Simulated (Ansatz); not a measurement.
`[SiH3]N([SiH3])[SiH2]Cl` + H–F → `F[SiH2]N([SiH3])[SiH3]` + HCl at 298.15 K and 1 bar (ligand exchange at the Si–Cl bond).

Computed with Ansatz on PBE0-D4/def2-TZVP structures; ΔE is electronic, products minus reactants. CCSD(T)/CBS adds triple-zeta CCSD(T) − MP2 to the extrapolated MP2 energy (def2 sets, frozen cores). This one scheme is used for every species. One conformer a species, not always the lowest.

```csv
species,CCSD(T)/CBS energy (Eh),H − E (kJ/mol),S (J/(mol·K))
`[SiH3]N([SiH3])[SiH2]Cl`,-1386.64781,227.3,407.6
H–F,-100.39570,33.5,173.6
`F[SiH2]N([SiH3])[SiH3]`,-1026.67748,229.9,395.6
HCl,-460.38127,26.6,186.8
```

H − E and S are ideal-gas, rigid-rotor, harmonic terms from PBE0-D4/def2-TZVP, for one conformer and one mirror image of each species. 1 Eh = 2625.50 kJ/mol, R = 8.31446 J/(mol·K).

Task: By hand: ΔE, ΔH, ΔS and ΔG.

Result: ΔE = (-1026.67748) + (-460.38127) − (-1386.64781) − (-100.39570) = -0.01524 Eh = -40.0 kJ/mol. Δ(H − E) = 229.9 + 26.6 − 227.3 − 33.5 = -4.3, so ΔH = -44.3 kJ/mol. ΔS = 395.6 + 186.8 − 407.6 − 173.6 = 1.2 J/(mol·K). ΔG = -44.3 − 298.15 × (1.2)/1000 = -44.7 kJ/mol.

Task: By hand: the equilibrium constant, and the temperature at which ΔG would vanish if ΔH and ΔS stayed fixed.

Result: log₁₀ K = −ΔG/(RT ln 10) = 7.8. ΔH and −TΔS have one sign here, so there is no such temperature. One of them is within its doubt of zero, so this could turn.

The number of gas molecules stays the same, so ΔS is small and ΔH decides. A doubt of 5 kJ/mol in ΔE shifts log₁₀ K by 0.9 here. Other conformers and mirror images would add mixing entropy, several J/(mol·K) or more a flexible species. Modes under 60 cm⁻¹, often nearly free rotors, make the harmonic entropy too high. These are equilibria of isolated gas molecules and say nothing of rates. Largest T1 diagnostic: 0.012 (customary marks: 0.02 for closed shells, 0.045 for open ones).
